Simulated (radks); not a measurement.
Problem. These are the eigenvalues of the occupied orbitals of an atom or ion with whole-number occupations (eV). Calculated with a radial shooting solver on a logarithmic mesh with Libxc functionals: scalar-relativistic Kohn-Sham, PBE, spin-polarised, spherical densities, finite nucleus; Fermi nuclear charge, rms radius of each element as measured or else 0.836 A^(1/3) + 0.57 fm.

| orbital | eigenvalue |
|---|---|
| 1s up | -90139.00 |
| 1s down | -90138.86 |
| 2s up | -19691.93 |
| 2s down | -19679.42 |
| 2p up | -17583.41 |
| 2p down | -17573.29 |
| 3s up | -7571.651 |
| 3s down | -7557.199 |
| 3p up | -6956.093 |
| 3p down | -6941.539 |
| 3d up | -6423.915 |

Which element is it, and in what charge state? The configuration may be excited. Open shells, if any, are filled with parallel spins first.

Solution. Z = 81, thallium, charge +61: Tl61+ in [Ar] 3d2. The list shows which subshells hold electrons but not how many an open one holds; the 1s level, -3312.5 hartree, gives Z - s = 81.4 by -(Z - s)^2/2, which with screening and relativity narrows Z to a few neighbours, and the depths of the outer levels then fix element, charge and occupations together.
